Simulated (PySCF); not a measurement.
## Working out the ionisation energy of F+

F+ [He] 2s2 2p4 (3P) → F(2+) [He] 2s2 2p3 (4S). Calculation: PySCF 2.14, in def2-TZVPPD; no relativity, point nucleus. Frozen: 1s2. Energies in hartree (1 hartree = 27.21139 eV):

```
            part  F+ (lower)  F(2+) (upper)
             UHF  -98.836608     -97.608740
CCSD correlation   -0.156925      -0.111557
             (T)   -0.001957      -0.001144
```

**Question.** What does Hartree-Fock give?

**Answer.** (-97.608740) − (-98.836608) = 1.227868 hartree = 33.412 eV.

**Question.** What do CCSD and CCSD(T) give?

**Answer.** The CCSD correlation energies differ by 0.045368 hartree = 1.235 eV and the triples by 0.000813 hartree = 0.022 eV, so CCSD gives 34.647 eV and CCSD(T) 34.669 eV.

Measured between the centres of the two terms (NIST): 34.950 eV, so CCSD(T) (valence) is off by -0.281 eV.

What remains against the reference includes basis incompleteness, the frozen core and higher excitations.
